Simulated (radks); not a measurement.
Task: The mean radii <r> (bohr) of the occupied orbitals of an atom or ion are listed with their occupations. Method: scalar-relativistic Kohn-Sham, PBE, spin-unpolarised, spherical densities, finite nucleus; Fermi nuclear charge, rms radius of each element as measured or else 0.836 A^(1/3) + 0.57 fm; computed with a radial shooting solver on a logarithmic mesh with Libxc functionals.

orbital  occ.      <r>
1s          2  0.07684
2s          2   0.3642
2p          6   0.3276
3s          2    1.167
3p          6    1.295
3d          2    4.221

Name the element and its charge.

Result: Z = 20, calcium, charge 0: Ca in [Ar] 3d2. The 1s radius gives Z: for a bare nucleus <r> = (2 gamma + 1)/(2Z) with gamma = sqrt(1 - (Z/c)^2), 0.07446 bohr for Z = 20, and screening makes it slightly larger (0.07684 here). The occupations add up to 20, and the charge is Z minus that.
